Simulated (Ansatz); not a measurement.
Abridged output of a molecular run in Ansatz:

```
Functional definition: HF
1696 factors; integrals over basis functions are off by at most 7.7e-4 eV
mean field evaluation 1: about -33489.1917 eV, gradient 2.4e1 eV
mean field evaluation 2: about -33489.3084 eV, gradient 2.4e1 eV
mean field evaluation 4: about -33491.2951 eV, gradient 3.0e0 eV
mean field evaluation 8: about -33491.3973 eV, gradient 2.0e-1 eV
mean field evaluation 16: about -33491.3978 eV, gradient 2.5e-6 eV
mean field -33491.39778098 eV, -1230.7861671661 hartree, gradient 2.5e-6 eV, S^2 0.000000; 0 other end points of the search recorded, 0 dependent functions left out
17 core orbitals not correlated: weight in the atoms' cores, before any rotation towards them, 1.000 or more for the frozen orbitals, at most 0.000 for the correlated occupied ones
reference -33491.39778098 eV, -1230.7861671661 hartree; 28, 28 occupied and 147, 147 virtual orbitals, 1696 factors
second order -44.61240566 eV of doubles, -0.00000000 eV of singles
cycle   1  -41.04246401 eV  change     3.6e0 eV  update   1.5e-1
cycle   2  -42.14539870 eV  change    -1.1e0 eV  update   4.3e-2
cycle   3  -42.30809029 eV  change   -1.6e-1 eV  update   2.0e-2
cycle   4  -42.24723231 eV  change    6.1e-2 eV  update   6.9e-3
cycle   5  -42.24162758 eV  change    5.6e-3 eV  update   4.5e-3
cycle   6  -42.24822008 eV  change   -6.6e-3 eV  update   1.8e-3
cycle   7  -42.24685027 eV  change    1.4e-3 eV  update   8.1e-4
cycle   8  -42.24613910 eV  change    7.1e-4 eV  update   2.4e-4
cycle   9  -42.24640164 eV  change   -2.6e-4 eV  update   1.4e-4
cycle  10  -42.24640727 eV  change   -5.6e-6 eV  update   5.7e-5
perturbative correction -1.18938664 eV, -0.0437091527 hartree
Total energy: -33534.83357488 eV, -1232.3824031504 hartree
```

Its atoms:

```xyz
4

I    -1.037    1.525    1.233
P    -0.555   -0.054   -0.573
I     1.671    0.649   -1.307
I    -0.079   -2.120    0.647
```

(1) Which basis set was used?
A. def2-SVP
B. def2-TZVPP
C. cc-pV(Q+d)Z
D. def2-QZVPP

(2) Write the keys of the input that set method, charge and spin (a neutral closed shell needs none for the last two).

Answers

(1) B. It gives 192 functions.

(2) 
```yaml
correlation: {method: ccsd_t}
```
